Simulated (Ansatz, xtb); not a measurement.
Stretching the Sn1–H4 bond in BrFH2Sn (SMILES [F][SnH2][Br]) (multiplicity 1 held, fragments rigid). Energies count from the point at 1.700 Å.
Geometry at that point (charge 0, multiplicity 1):
```xyz
5

Sn    -0.821    -0.254     0.041
F     -1.533     1.436    -0.555
Br     1.642     0.046     0.070
H     -1.242    -1.377    -1.163
H     -1.388    -0.454     1.631
```

U- levels take the lowest unrestricted solution at each point, which mixes spins at long bonds. Active spaces are followed from a long bond inwards. Curves can end on different states.

Correlated levels freeze the cores. Filled d and f shells under p-block atoms count as core.

Run with Ansatz (an electronic-structure program) with Gaussian orbitals; xtb for the GFN methods.  In def2 rows elements past Kr take small-core potentials, without spin–orbit coupling. The GFN methods have no spin term and hold the electronic entropy of 300 K.

Energies in eV.

```
R (Å)  GFN2-xTB  U-SCS-MP2/def2-SVP  U-CCSD(T)/def2-SVP  FIC-MRCISD+Q on CASSCF(2,2)/def2-SVP
-----  --------  ------------------  ------------------  ------------------------------------
1.360      1.19                1.46                1.48                                  1.47
1.530      0.18                0.29                0.30                                  0.29
1.700      0.00                0.00                0.00                                  0.00
1.869      0.09                0.17                0.15                                  0.16
2.039      0.26                0.58                0.52                                  0.52
2.294      0.61                1.47                1.20                                  1.20
2.549      0.99                2.38                1.87                                  1.84
2.974      1.59                2.94                2.70                                  2.61
3.399      2.05                3.10                3.07                                  2.99
3.909      2.43                3.15                3.17                                  3.16
4.589      2.71                3.17                3.19                                  3.22
5.438      2.82                3.17                3.19                                  3.23
```

Doubts at one or more of the structures used: a spin-contaminated determinant (U-SCS-MP2/def2-SVP, U-CCSD(T)/def2-SVP); T1 above 0.05 (U-CCSD(T)/def2-SVP).
